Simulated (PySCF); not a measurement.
Geometry:
```json
{"atom": "C1", "x (Å)": "2.816", "y (Å)": "0.245", "z (Å)": "-0.810"}
{"atom": "C2", "x (Å)": "1.375", "y (Å)": "0.593", "z (Å)": "-0.586"}
{"atom": "O3", "x (Å)": "0.965", "y (Å)": "1.667", "z (Å)": "-0.229"}
{"atom": "O4", "x (Å)": "0.579", "y (Å)": "-0.463", "z (Å)": "-0.812"}
{"atom": "C5", "x (Å)": "-0.815", "y (Å)": "-0.271", "z (Å)": "-0.587"}
{"atom": "C6", "x (Å)": "-1.165", "y (Å)": "-0.321", "z (Å)": "0.886"}
{"atom": "B7", "x (Å)": "-2.693", "y (Å)": "-0.281", "z (Å)": "1.200"}
{"atom": "F8", "x (Å)": "-3.139", "y (Å)": "-0.283", "z (Å)": "2.442"}
{"atom": "F9", "x (Å)": "-3.610", "y (Å)": "-0.252", "z (Å)": "0.249"}
{"atom": "H10", "x (Å)": "3.192", "y (Å)": "-0.292", "z (Å)": "0.075"}
{"atom": "H11", "x (Å)": "3.399", "y (Å)": "1.164", "z (Å)": "-0.940"}
{"atom": "H12", "x (Å)": "2.930", "y (Å)": "-0.421", "z (Å)": "-1.675"}
{"atom": "H13", "x (Å)": "-1.121", "y (Å)": "0.693", "z (Å)": "-1.022"}
{"atom": "H14", "x (Å)": "-1.306", "y (Å)": "-1.079", "z (Å)": "-1.144"}
{"atom": "H15", "x (Å)": "-0.750", "y (Å)": "-1.234", "z (Å)": "1.350"}
{"atom": "H16", "x (Å)": "-0.692", "y (Å)": "0.524", "z (Å)": "1.415"}
```

In vacuum, one conformer, relativity neglected, one averaged value for each set of equivalent atoms. KT2/pcSseg-1 with gauge-including orbitals; PBE0-D3(BJ)/def2-SVP structure; PySCF.

Scale: 13C (σref 183.22) and 1H (σref 31.18) vs TMS; 17O (σref 330.66) against H2O; 11B (σref 99.90) against BF3·OEt2; CFCl3 for 19F (σref 138.57) (reference shieldings calculated alike).

| atoms | nucleus | count | δ (ppm) |
| --- | --- | --- | --- |
| C5 | 13C | 1 | ? |
| F8/F9 | 19F | 2 | ? |
| O4 | 17O | 1 | 222.2 |
| C2 | 13C | 1 | 163.6 |
| H10/H11/H12 | 1H | 3 | 1.93 |
| C1 | 13C | 1 | 20.7 |
| H13/H14 | 1H | 2 | 4.07 |
| H15/H16 | 1H | 2 | ? |
| O3 | 17O | 1 | 417.2 |
| B7 | 11B | 1 | 25.6 |
| C6 | 13C | 1 | 14.5 |

Fill in the missing shifts.

## Answers


- C5: 60.5 ppm, sp3 CH2 bonded to O; pulled downfield by the heteroatom
- H15/H16: 1.50 ppm, hydrogen on an sp3 CH2 bonded to B
- F8/F9: -88.6 ppm, fluorine bonded to B

A carbon bonded to boron is broadened by the quadrupolar boron nucleus and is often missing from a measured spectrum. Shifts are as computed. Against solution values, carbons near 30 ppm lie about +2 ppm off and those near 130 ppm about -5 ppm. Of 1313 compounds with measured shifts, 239 miss one by over three times the rms of a fit or turn the order of signals round; such compounds aren't used in these exercises. Unscaled 19F shifts against computed CFCl3 carry errors that often reach 10 to 50 ppm. Unscaled 17O shifts of doubly bonded oxygen tend to come out too high, by tens of ppm or more. Experimental scales use liquid or dissolved standards, which lie at an offset from isolated H2O (liquid H2O: subtract about 36 ppm).
